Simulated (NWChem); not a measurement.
Species: 1,1,1-trifluoroethane (C$_{2}$H$_{3}$F$_{3}$); SMILES CC(F)(F)F

```xyz
8

C      0.0000     0.0000    -1.4773
C      0.0000     0.0000     0.0294
F     -0.8879    -0.8900     0.5259
F     -0.3268     1.2139     0.5259
F      1.2147    -0.3240     0.5259
H      0.2684    -0.9937    -1.8433
H      0.7264     0.7292    -1.8433
H     -0.9947     0.2644    -1.8433
```
Atoms are numbered in this order, from 1.

Computed with NWChem. Pople sets run with spherical d functions. Coordinates come from a B3LYP/6-31G* (spherical d) optimisation. GIAO values for the isolated, static molecule; σ is the absolute isotropic shielding, δ = σ(reference) − σ with the isolated reference molecule computed at the same levels (13C: tetramethylsilane, 19F: trichlorofluoromethane, 1H: tetramethylsilane).

For level B3LYP/6-31G*:

```
Item        Value
----------  -----
δ C1 (ppm)   20.9
δ C2 (ppm)  127.8
δ F3 (ppm)  -86.7
δ H6 (ppm)   1.42
```

Task: What are these values for level LDA (Slater exchange, VWN5)/pcSseg-1?

Result: 
| Quantity | Result |
|---|---|
| δ C1 (ppm) | 22.4 |
| δ C2 (ppm) | 146.3 |
| δ F3 (ppm) | -98.1 |
| δ H6 (ppm) | 1.64 |
